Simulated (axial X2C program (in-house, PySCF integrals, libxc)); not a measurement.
**Ionising GeO**

Calculated with an axial X2C code built on PySCF integrals, spin-free (one-electron X2C) or two-component (2c: spin–orbit coupling with atomic mean-field Coulomb and Gaunt terms, which also bring small scalar terms), in Dyall basis sets with cores contracted in-house; open shells are unrestricted.

Basis sets: Ge dyall-cv3z, O dyall-av3z. Frozen shells (counts by l): GeO Ge 3s2p1d, O 1s, 10 electrons correlated; GeO⁺ Ge 3s2p1d, O 1s, 9 electrons correlated. Coupled cluster in natural virtuals with an MP2 remainder. Where the outer core of a metal is frozen, bonds come out longer and ionisation energies lower.

```tsv
Hamiltonian	level	GeO state	Re (Å)	ωe (cm⁻¹)	De (eV)
spin-free	HF	M_S = 0, Λ = 0	1.587	1136.3	3.16
spin-free	PBE0	M_S = 0, Λ = 0	1.616	1026.3	6.59
2c	HF	Ω = 0	1.587	1135.6	n/a
2c	PBE0	Ω = 0	1.616	1025.7	n/a
2c	CCSD	Ω = 0	1.624	1025.2	n/a
2c	CCSD(T)	Ω = 0	1.638	972.1	n/a
```

Adiabatic ionisation energy (minimum to minimum, no zero-point term) and constants of GeO⁺:

```tsv
Hamiltonian	level	GeO⁺ state	IE (eV)	Re (Å)	ωe (cm⁻¹)	De (eV)	fragments
spin-free	HF	M_S = 1/2, Λ = 1	8.84	1.740	804.8	1.72	Ge+ + O
spin-free	PBE0	M_S = 1/2, Λ = 1	10.89	1.768	745.1	3.62	Ge+ + O
2c	HF	Ω = 3/2	8.83	1.740	804.7	n/a	Ge+ + O
2c	PBE0	Ω = 3/2	10.87	1.768	744.6	n/a	Ge+ + O
2c	CCSD	Ω = 3/2	10.67	1.768	756.0	3.34	Ge+ + O
2c	CCSD(T)	Ω = 3/2	10.93	1.777	736.6	3.52	Ge+ + O
```

**Question.** Add the zero-point terms to the ionisation energy at CCSD(T), 2c, and say whether the electron removed was bonding.

**Answer.** IE0 = IE + (ωe⁺ − ωe)/2 = 10.93 + (-0.015) = 10.92 eV. Re changes by 0.139 Å, so the bond lengthens, as on loss of a bonding electron.

Each entry is the lowest single determinant of a limited PBE0 search at one distance. De goes to single-determinant-based atoms at the same level (for ions the charge split of lowest energy) and is withheld (n/a) where an atom does not fit its ground term or J level. Main or longest-lived isotopes. One determinant is a doubtful description, or other states lie close, for GeO⁺, GeO; these need not be ground states, and all values refer to the states named. The functionals have no current term, which raises determinants with orbital currents.
